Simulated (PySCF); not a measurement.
C4H11FSi, SMILES CC(C)C[SiH2]F.

Geometry: B3LYP-D3(BJ)/def2-SVP. This is a generated structure with no PubChem entry under its InChIKey; it may be hypothetical. One conformer was computed; it need not be the lowest.

All values below come from PySCF with HF/def2-TZVP.

Computed frontier levels, gap, dipole moment and polarisability:
```yaml
highest_occupied_level: -11.71 eV
lowest_empty_level: 3.44 eV
orbital_gap: 15.15 eV
dipole_moment: 1.91 D
quadrupole, principal values (traceless, Buckingham form, about the centre of nuclear charge): -5.79, 2.60, 3.19 D·Å
mean_static_polarisability: 69.3 bohr³ (10.26 Å³)
polarisability_principal_values: 63.2, 66.4, 78.2 bohr³
```
